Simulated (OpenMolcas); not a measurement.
C+: from CASSCF to CASPT2

| Quantity | Value |
| --- | --- |
| Program | OpenMolcas 26.06 |
| Basis | ANO-RCC-VQZP [5s4p3d2f1g] |
| Scalar Hamiltonian | DKH2, point nucleus |
| Active space | 3 electrons in 8 orbitals (2s 2p 3s 3p) |
| State averaging | 2S+1 = 4 odd, 1 root; 2S+1 = 2 odd, 11 roots; 2S+1 = 4 even, 3 roots; 2S+1 = 2 even, 9 roots |
| Spin-orbit coupling | RASSI with atomic mean-field integrals over the reference wave functions, term energies averaged over their components |

Methods on the same reference wave functions:
A. CASSCF
B. SS-CASPT2, IPEA 0.25 Eh, imaginary shift 0.1 Eh (closed shells correlated: 1s)
C. MS-CASPT2, IPEA 0.25 Eh, imaginary shift 0.1 Eh (closed shells correlated: 1s)

Energies in cm-1 above 2s2 2p 2P* 1/2, the measured ground level; measured values from NIST Handbook of Basic Atomic Spectroscopic Data.

| Level | A | B | C | Measured |
| --- | --- | --- | --- | --- |
| 2s2 2p 2P* 1/2 | 0.0 | 0.0 | 0.0 | 0.0 |
| 2s2 2p 2P* 3/2 | 59.2 | 59.2 | 59.9 | 63.4 |
| 2s 2p2 4P 1/2 | 37728 | 42010 | 42020 | 43003 |
| 2s 2p2 4P 3/2 | 37749 | 42030 | 42040 | 43025 |
| 2s 2p2 4P 5/2 | 37784 | 42060 | 42080 | 43054 |
| 2s 2p2 2D 3/2 | 79605 | 74480 | 74490 | 74933 |
| 2s 2p2 2D 5/2 | 79610 | 74480 | 74490 | 74930 |
| 2s 2p2 2S 1/2 | 98392 | 96540 | 96560 | 96494 |
| 2s 2p2 2P 1/2 | 118931 | 111290 | 111300 | 110624 |
| 2s 2p2 2P 3/2 | 118975 | 111330 | 111340 | 110666 |

Deviations, from unrounded energies. A percentage is the sum of absolute deviations over the sum of measured energies, with the sign that they share, or ± where signs differ.

```
                  Against measurement  Levels     A     B     C
       mean absolute deviation (cm-1)       9  4900   590   580
fine structure of the ground term (%)       1  -6.7  -6.7  -5.5
             other configurations (%)       8  ±7.3  ±0.9  ±0.9
```

B, C lie about equally close to measurement and A furthest from it. The largest miss of C in the table is 2s 2p2 4P 3/2, by -980 cm-1. The ranking rests on the paired levels alone, and a cruder setting can come out closer through cancelling errors.

Between B and C the level of the table that moves most is 2s 2p2 2S 1/2, by 15 cm-1 (lowest in B, highest in C). Moves below CASPT2's spread within the term are not significant.

The two smallest mean deviations differ by little beside CASPT2's spread within terms, so their order carries little weight.

The lowest spin-free term lies below A's lowest term by 0.047 hartree in B, 0.047 hartree in C.

The run also gave levels led by 2s2 3p, which use shells meant for correlation; these and all levels above them are left out. Without dynamic correlation excited terms often stand tens of per cent too high (terms of higher spin than the ground term too low), and those without a measured partner can miss by more than the paired ones (holds for A). Measured partners are found by configuration, term and J. A level has none where our copy of the source lacks it or the pairing is in doubt (some pairs that miss far off the trend of their configuration count as doubtful), and it then counts in no deviation. Levels of configurations outside the active space are missing. The table leaves out levels that lie high or whose names do not pair safely across all columns.

* marks odd parity.
